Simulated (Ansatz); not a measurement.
The same path of ClGeH3 + FH + H2O (10 atoms, charge 0, multiplicity 1) was run twice with different band settings. Lost on the way: Ge1–Cl2, H6–O7, H8–F9. Made: Ge1–O7, Cl2–H8, H6–F9.

The calculation used Ansatz, RKS PBE0/def2-SVP.

Relaxed end points:

```xyz
10
Properties=species:S:1:pos:R:3
Ge -1.045 0.412 -1.092
Cl 0.109 -1.473 -1.169
H -2.148 0.142 -2.133
H -1.637 0.536 0.308
H -0.131 1.542 -1.556
H 0.913 0.229 1.494
O 1.007 0.999 0.911
H 0.445 -1.704 0.898
F 0.604 -1.562 1.813
H 1.882 0.879 0.526
```

```xyz
10
Properties=species:S:1:pos:R:3
Ge -0.749 0.997 -0.735
Cl -0.193 -2.629 -0.380
H -0.511 0.304 -2.081
H -1.820 0.337 0.130
H -0.994 2.505 -0.917
H 0.842 -0.231 1.329
O 0.766 0.843 0.267
H 0.262 -2.057 0.716
F 0.813 -1.009 1.906
H 1.583 0.942 -0.235
```

Common settings: movable images 5; climbing image yes; spring 5.0 eV/Å²; optimiser quadratic models (default); start path through a guess of the saddle point; iteration limit 60; end points relaxed.

| run | force threshold |
| --- | --- |
| 1 | 0.05 eV/Å |
| 2 | 0.5 eV/Å |

Question: What does each run give, and how far can it be trusted?

Answer: Run 1: converged after 32 iterations, highest image 0.678 eV above the first end. A vibrational analysis at the climbing image gives one clearly imaginary mode, 159i cm⁻¹: a first-order saddle point.
Run 2: converged after 6 iterations, highest image 0.859 eV above the first end. The threshold of 0.5 eV/Å is loose, so the images may lie well off the minimum-energy path. The order of the stationary point at the top wasn't checked.
The orbitals stay closed-shell, which can raise the energy where a bond breaks towards radicals; this wasn't checked here.
